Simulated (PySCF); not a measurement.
Simulated C 1s region for `C#[C][GeH2][N]=C`, binding energy against the vacuum level.

Every computed line was given a Gaussian of 0.7 eV full width at half maximum and an area set by the number of equivalent atoms; the highest printed point is 100. Computed with PySCF 2.14.0, delta-SCF UKS SCAN, pcX-2 on the ionised atom, pcseg-1 elsewhere, spin-free X2C.

(binding energy (eV), intensity): (289.3, 0), (289.4, 0), (289.5, 1), (289.6, 3), (289.7, 7), (289.8, 14), (289.9, 26), (290.0, 42), (290.1, 62), (290.2, 80), (290.3, 95), (290.4, 100), (290.5, 95), (290.6, 81), (290.7, 62), (290.8, 43), (290.9, 27), (291.0, 15), (291.1, 8), (291.2, 5), (291.3, 5), (291.4, 8), (291.5, 14), (291.6, 23), (291.7, 33), (291.8, 43), (291.9, 50), (292.0, 51), (292.1, 48), (292.2, 39), (292.3, 29), (292.4, 19), (292.5, 11), (292.6, 6), (292.7, 3), (292.8, 1), (292.9, 0), (293.0, 0)

Problem. How many maxima does the curve show, and how many computed lines lie under it?

Solution. The curve has 2 maxima (at 290.4 and 292.0 eV). Under it lie 3 lines from 3 inequivalent carbon sites. At this width some lines have no maximum of their own.

Problem. Decompose the envelope and assign each component. Numbering: `[CH:1]#[C:2][GeH2:3][N:4]=[CH2:5]`.

Solution. 
| position (eV) | relative area | line | atoms | environment |
| --- | --- | --- | --- | --- |
| 290.33 | 1 | C 1s | C2 | alkyne carbon |
| 290.47 | 1 | C 1s | C1 | terminal alkyne carbon |
| 291.98 | 1 | C 1s | C5 | C=N carbon |

Problem. What are the centre and the root-mean-square width of the whole band?

Solution. The area-weighted mean of the lines is 290.93 eV. Their own spread about it is 0.75 eV (rms) and each Gaussian has σ = 0.7/2.355 = 0.30 eV; the variances add, which gives 0.80 eV.

The listed C 1s values span 1.65 eV, from C2 (bonded to C (triple bond) and Ge) to C5 (bonded to N (double bond) and 2 H). Summing the Pauling electronegativity differences to the bonded atoms, each weighted by its formal bond order, gives -0.54 for the lowest site and +0.28 for the highest; no listed site has a larger sum than the highest.

No satellites, vibrations or lifetime broadening are included. The unrestricted hole states depart most from a pure doublet (⟨S²⟩ = 0.75; over 0.85 named) for C 1s of C1 (0.85) and C 1s of C2 (0.87), which makes these values less certain. Isolated species at its PBE0-D3(BJ)/def2-SVP geometry (one conformer only).

The values belong to the conformer `[CH:1]#[C:2][GeH2:3][N:4]=[CH2:5]`: C2–Ge3–N4–C5 0°.
